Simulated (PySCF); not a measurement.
From one molecule to another.

First species: C2H8N2Si2.
Structure used (GFN2-xTB), in Å, numbered top down from 1:
```xyz
14
C2H8N2Si2 angstrom
N      3.4961   -1.9430    0.1229
C      2.9017   -0.9636    0.0788
Si     1.8637    0.6000   -0.0208
N      0.3176    0.3472   -0.7101
C     -0.7363   -0.4542   -0.1123
Si    -2.4550    0.2232   -0.5924
H      1.6800    1.0254    1.3671
H      2.5671    1.5171   -0.9118
H      0.2158    0.4123   -1.7112
H     -0.6027   -0.4241    0.9701
H     -0.6364   -1.5084   -0.4039
H     -2.5530    1.6165   -0.1598
H     -2.5784    0.1536   -2.0519
H     -3.4809   -0.6024    0.0435
```

Second species: C₂H₈N₂Si₂.
SMILES: `N[Si@@H]1N=C[C@@H]1[SiH3]`

Levels: PBE0/def2-SVPD for dipole moment, HOMO energy, LUMO energy, HOMO–LUMO gap, static isotropic polarisability and electronic spatial extent ⟨r²⟩ about the centre of nuclear charge; TDDFT PBE0/def2-SVPD for lowest singlet excitation; TDA PBE0/def2-SVPD for lowest triplet excitation (Tamm–Dancoff); GFN2-xTB for rotational constant A and rotational constant C. Geometries: GFN2-xTB. Each structure is a single optimised conformer of the isolated species, non-relativistic unless stated. Electronic properties by PySCF.

The conformers computed, where there is a choice (atom-mapped SMILES and torsion angles):
- `[N:1]#[C:2][SiH2:3][NH:4][CH2:5][SiH3:6]`: C2–Si3–N4–C5 66°, Si3–N4–C5–Si6 149°
- `[NH2:1][Si@@H:2]1[N:3]=[CH:4][C@@H:5]1[SiH3:6]`: H–N1–Si2–N3 -103°, H–N1–Si2–N3 35°

```json
{"property": "dipole moment", "column X": "1.59 D", "column Y": "3.57 D"}
{"property": "HOMO energy", "column X": "-6.69 eV", "column Y": "-7.36 eV"}
{"property": "LUMO energy", "column X": "-0.64 eV", "column Y": "-0.79 eV"}
{"property": "HOMO–LUMO gap", "column X": "6.05 eV", "column Y": "6.57 eV"}
{"property": "lowest singlet excitation", "column X": "4.14 eV", "column Y": "5.31 eV"}
{"property": "lowest triplet excitation (Tamm–Dancoff)", "column X": "3.56 eV", "column Y": "4.98 eV"}
{"property": "static isotropic polarisability", "column X": "86.7 au", "column Y": "89.0 au"}
{"property": "electronic spatial extent ⟨r²⟩ about the centre of nuclear charge", "column X": "907 bohr²", "column Y": "1419 bohr²"}
{"property": "rotational constant A", "column X": "3.350 GHz", "column Y": "6.211 GHz"}
{"property": "rotational constant C", "column X": "1.410 GHz", "column Y": "0.779 GHz"}
```

Which column belongs to which species?

Column X is the second species and column Y the first. The first has 14 atoms and 62 electrons, the second 14 and 62.

How does each property change from the first species to the second?

dipole moment -1.98 D; HOMO energy +0.67 eV; LUMO energy +0.15 eV; HOMO–LUMO gap -0.52 eV; lowest singlet excitation -1.17 eV; lowest triplet excitation (Tamm–Dancoff) -1.42 eV; static isotropic polarisability -2.3 au; electronic spatial extent ⟨r²⟩ about the centre of nuclear charge -512 bohr²; rotational constant A -2.861 GHz; rotational constant C +0.631 GHz.

On the first: The vertical singlet–triplet gap S1 − T1 is 0.33 eV (TDDFT singlet less Tamm–Dancoff triplet; S1: HOMO→LUMO, weight 0.98; T1: HOMO→LUMO, weight 0.96). The polarisability is 13.19 Å³ as a volume (1 au = 0.148185 Å³), or 1.44 au for each of the 62 electrons.

On the second: The principal polarisabilities are 73.0, 85.7 and 101.6 au; their mean is the isotropic value. S1 lies 1.91 eV below the HOMO–LUMO gap; its leading configuration is HOMO→LUMO, weight 0.96.
